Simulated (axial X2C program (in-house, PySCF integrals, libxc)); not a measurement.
AsS⁺: from the spin-free to the two-component result

All values were computed with an in-house all-electron X2C program for linear molecules (integrals from PySCF). Spin-free means the one-electron spin-free X2C Hamiltonian; two-component (2c) means X2C with spin–orbit coupling and atomic mean-field two-electron Coulomb and Gaunt terms, so the difference of the two also holds small scalar two-electron terms. Basis: As dyall-cv3z [9s9p6d4f1g], S dyall-av3z [9s8p3d2f] (cores contracted in-house); Gaussian nuclei, density fitting, unrestricted open shells. Masses: As 74.922 u, S 31.972 u.

Spin-free state: M_S = 0, Λ = 0 (closed shell); fragments As+ + S.

| level | Re (Å) | ωe (cm⁻¹) | De (eV) | μ (D) |
| --- | --- | --- | --- | --- |
| PBE0 | 1.935 | 685.1 | 5.898 | -0.29 |
| PBEsol | 1.954 | 647.6 | 6.793 | -0.10 |

Dipoles are positive if S is the positive end and refer to the centre of mass.

Two-component determinant lowest at the distance of the search:

Ω = 0 (closed shell); fragments As+ + S.

```json
{"level": "PBE0", "Re (Å)": "1.935", "ωe (cm⁻¹)": "684.3", "μ (D)": "-0.29"}
{"level": "PBEsol", "Re (Å)": "1.954", "ωe (cm⁻¹)": "646.9", "μ (D)": "-0.11"}
```

Q: From the two tables, how do the constants change at the PBE0 level (2c against spin-free)?

A: At the PBE0 level Re doesn't move by more than 0.001 Å and ωe goes down by 0.8 cm⁻¹.

The state is a single determinant with fixed occupations, the lowest that a limited PBE0 search found. The closed shell is kept restricted, so the energy runs too high when the bond is stretched far. Dissociation energies refer to the lowest single-determinant-based atoms at the same level and basis. De is not given where an atomic determinant may have missed its ground term or J level, or where the truncated virtual space spoils (T). The functionals have no current-density term, which raises determinants with orbital currents, atoms included.
